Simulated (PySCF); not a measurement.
**Property card for `CCc1ccccn1`**

C7H9N.
Bonds: C1–C2, C2–C3, C3–C4 (aromatic), C4–C5 (aromatic), C5–C6 (aromatic), C6–C7 (aromatic), C7–N8 (aromatic), C3–N8 (aromatic). Hydrogens: H9, H10, H11 on C1; H12, H13 on C2; H14 on C4; H15 on C5; H16 on C6; H17 on C7.

Structural features include: pyridine-type ring nitrogen.

PBE0-D3(BJ)/def2-SVP geometry optimisation, gas phase (PySCF):

```
Point group                  : C1
Rotational constants A, B, C : 4.746, 1.535, 1.246 GHz
```

From B3LYP/def2-SVPD ground state, ΔSCF and vertical TDDFT (core frozen in the response) (PySCF):

```
Dipole moment                                                     : 1.82 D
HOMO energy                                                       : -7.06 eV
LUMO energy                                                       : -1.01 eV
HOMO–LUMO gap                                                     : 6.05 eV
Lowest singlet excitation                                         : 4.74 eV (262 nm, f = 0.004)
Strongest line among the 10 lowest singlet transitions            : S8 at 7.15 eV (173 nm, f = 0.450)
Lowest triplet excitation (Tamm–Dancoff)                          : 4.12 eV
Static isotropic polarisability                                   : 88.8 au
Vertical ionisation energy                                        : 9.20 eV
Electronic spatial extent ⟨r²⟩ about the centre of nuclear charge : 1000 bohr²
```

KT2/pcSseg-1 ground state and GIAO shieldings, non-relativistic (PySCF):

```
13C chemical shifts (computed TMS as zero) by class         : 157.6 (C3), 143.8 (C7), 129.7 (C5), 117.6 (C4), 116.1 (C6), 36.1 (C2), 17.5 (C1) ppm
1H chemical shifts (computed TMS as zero) by class          : 8.40 (H17), 7.27 (H15), 6.79 (H14), 6.70 (H16), 2.59 (H12/H13), 1.38 (H9/H10/H11) ppm
Isotropic shieldings of nuclei other than C and H, by class : -65 (N8) ppm
```

**B3LYP/pcJ-1 indirect spin-spin coupling, non-relativistic, gas phase; spin–dipole term left out for some pairs (PySCF)**

```
Largest of the computed one-bond spin–spin couplings (means over like bonds) : 13C–1H +185.1 (C7–H17), 13C–1H +170.7 (C6–H16), 13C–1H +168.4 (C4–H14), 13C–1H +167.1 (C5–H15), 13C–1H +134.5 (C1–H9 and 2 like it), 13C–1H +132.1 (C2–H12 and 1 like it), 13C–13C +60.6 (C3–C4), 13C–13C +60.1 (C5–C6) Hz
```

Monoisotopic mass (most abundant isotopes): 107.0735 u.

The vertical singlet–triplet gap S1 − T1 is 0.62 eV (TDDFT singlet less Tamm–Dancoff triplet; S1: HOMO→LUMO, weight 0.99; T1: HOMO→LUMO, weight 0.97). S1 lies 1.31 eV below the HOMO–LUMO gap; its leading configuration is HOMO→LUMO, weight 0.99. The rotational constants make it an asymmetric top with κ = (2B − A − C)/(A − C) = -0.84, nearer the prolate limit (−1). The dipole equals about 6.1 × 10⁻³⁰ C·m (1 D = 3.33564 × 10⁻³⁰ C·m). With B = h/(8π²I), that is 505.379 GHz u Å² over I, the principal moments of inertia are 106.5, 329.3 and 405.5 u Å² (most abundant isotopes); the inertial defect Ic − Ia − Ib is -30.3 u Å² (zero for a rigid planar frame, negative otherwise). The ΔSCF ionisation energy exceeds −ε(HOMO) by 2.14 eV with B3LYP; the lowest state found was started with its hole in HOMO−1.

One conformer (not necessarily the lowest) at the PBE0-D3(BJ)/def2-SVP geometry, without solvent or vibrations. NMR classes are plain means over equivalent atoms (diastereotopic ones count apart unless rotation or inversion swaps them), as if these changed places fast; in this geometry the members of some classes differ.

Conformer computed: `[CH3:1][CH2:2][c:3]1[cH:4][cH:5][cH:6][cH:7][n:8]1`: C1–C2–C3–C4 -119°.
